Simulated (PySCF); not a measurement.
Molecule: `C[Si](C)(C)O`, C$_{3}$H$_{10}$OSi.

Cartesian coordinates in Å; atom numbers follow the order of the lines, from 1:
```xyz
15

C    -0.3020    1.3804   -1.0886
Si   -0.2179    0.0184    0.2022
C    -0.6811   -1.6323   -0.5383
C     1.5063   -0.0446    0.9448
O    -1.3573    0.2921    1.4052
H     0.4140    1.1995   -1.9064
H    -0.0657    2.3656   -0.6545
H    -1.3105    1.4389   -1.5275
H    -0.6489   -2.4250    0.2251
H     0.0110   -1.9104   -1.3488
H    -1.7002   -1.6033   -0.9538
H     2.2654   -0.2471    0.1721
H     1.7751    0.9074    1.4309
H     1.5738   -0.8406    1.7031
H    -1.2709    1.1170    1.8904
```

Geometry PBE0-D3(BJ)/def2-SVP throughout; GIAO in PySCF, gas phase, one conformer, non-relativistic; equivalent atoms averaged; functional PBE0.

**Question.** How do the absolute shieldings σ depend on the basis set? (ppm; last column core-seconds on shared hosts with different chips, so compare them loosely)

**Answer.** 
| basis set | functions | C1/C3/C4 | Si2 | O5 | H6/H7/H8/H9/H10/H11/H12/H13/H14 | H15 | core-s |
| --- | --- | --- | --- | --- | --- | --- | --- |
| STO-3G | 39 | 235.4 | 504.4 | 412.5 | 32.52 | 36.57 | 5 |
| 6-31G | 69 | 197.7 | 412.5 | 310.5 | 32.54 | 33.12 | 9.2 |
| pcSseg-0 | 69 | 192.0 | 318.9 | 319.4 | 32.70 | 33.13 | 5.2 |
| 6-31G* | 94 | 192.6 | 397.3 | 295.4 | 31.96 | 31.56 | 12 |
| def2-SVP | 124 | 192.8 | 393.4 | 301.8 | 31.32 | 31.12 | 15 |
| cc-pVDZ | 124 | 195.4 | 402.7 | 306.4 | 31.29 | 31.43 | 9.9 |
| pcSseg-1 | 142 | 183.2 | 330.4 | 289.0 | 31.21 | 30.85 | 7.8 |
| 6-311+G(2d,p) | 203 | 185.2 | 322.5 | 283.5 | 31.43 | 31.51 | 34 |
| aug-cc-pVDZ | 209 | 194.2 | 392.5 | 296.7 | 31.28 | 31.58 | 21 |
| def2-TZVP | 221 | 185.6 | 310.8 | 283.0 | 31.40 | 31.38 | 40 |
| IGLO-III | 284 | 182.6 | 325.6 | 280.9 | 31.29 | 31.26 | 32 |
| cc-pVTZ | 294 | 186.2 | 337.7 | 290.2 | 31.22 | 31.01 | 36 |
| pcSseg-2 | 327 | 183.0 | 320.6 | 280.1 | 31.16 | 30.85 | 47 |

**Question.** Which nucleus moves most, in ppm?

**Answer.** Si2 (silicon bonded to 3 C, O): from 310.8 ppm with def2-TZVP to 504.4 ppm with STO-3G. The smallest spread is 1.55 ppm, at H6/H7/H8/H9/H10/H11/H12/H13/H14. Proton shifts span only some 12 ppm, so a few tenths of a ppm matter as much there as several ppm in carbon.

**Question.** Taking the largest basis, pcSseg-2 (327 functions), as the yardstick, rank the others by their worst heavy-atom deviation.

**Answer.** 6-311+G(2d,p) 3.4 ppm (203 functions), IGLO-III 5.0 ppm (284 functions), pcSseg-1 9.8 ppm (142 functions), def2-TZVP 9.8 ppm (221 functions), cc-pVTZ 17.1 ppm (294 functions), pcSseg-0 39.3 ppm (69 functions), aug-cc-pVDZ 71.9 ppm (209 functions), def2-SVP 72.8 ppm (124 functions), 6-31G* 76.6 ppm (94 functions), cc-pVDZ 82.1 ppm (124 functions), 6-31G 91.9 ppm (69 functions), STO-3G 183.8 ppm (39 functions).

A small basis that lands close on one nucleus may do so by chance; judge by the trend and by all nuclei.
